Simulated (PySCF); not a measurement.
This PySCF input asks for the spin–spin couplings of `[F][Sc]([F])[F]`, F3Sc; the geometry comes from PBE0-D3(BJ)/def2-SVP.

```python
import basis_set_exchange as bse
import numpy as np
from pyscf import gto, dft
from pyscf.data import nist
from pyscf.prop import ssc

atoms = """
Sc   -0.004219   -0.001702    0.001603
F     1.815671   -0.017048    0.009057
F    -0.885740    1.592510   -0.016529
F    -0.925712   -1.573760    0.005869
"""
names = {"Sc": "pcSseg-1", "F": "pcJ-1"}
basis = {el: gto.basis.parse(bse.get_basis(n, elements=[el], fmt="nwchem")) for el, n in names.items()}
mol = gto.M(atom=atoms, basis=basis, charge=0, verbose=0)
mf = dft.RKS(mol, xc="PBE")
mf.grids.level = 2
mf.grids.alignment = dft.numint.BLKSIZE   # the property module wants whole blocks of grid points
mf.conv_tol = 1e-9
mf.kernel()

sc = ssc.RKS(mf)
sc.with_fcsd = True   # Fermi contact and spin-dipole together
sc.max_cycle_cphf = 60
g = {"F": 5.257736}   # nuclear g factors of 19F
sc.nuc_pair = [(i, j) for i in range(mol.natm) for j in range(i + 1, mol.natm)
               if mol.atom_pure_symbol(i) in g and mol.atom_pure_symbol(j) in g]
K = sc.kernel()
unit = nist.HARTREE2J / nist.PLANCK * (0.5 * nist.E_MASS / nist.PROTON_MASS) ** 2
for (i, j), k in zip(sc.nuc_pair, K):
    a, b = mol.atom_pure_symbol(i), mol.atom_pure_symbol(j)
    J = unit * g[a] * g[b] * np.trace(k) / 3
    if abs(J) >= 1:
        print("%s%d %s%d %8.1f Hz" % (a, i, b, j, J))
```

Question: What are the results?

Answer: 
```
F1 F2     -3.9 Hz
F1 F3     -5.1 Hz
F2 F3     -7.2 Hz
```

These numbers come from an equivalent density-fitted implementation of the same equations, which agrees with the script to about 0.1 Hz, so last digits may differ.

Size and cost of the density-fitted run: 126 basis functions, 6.7 s wall time on 1 thread of an Arm Neoverse V1, shared host.
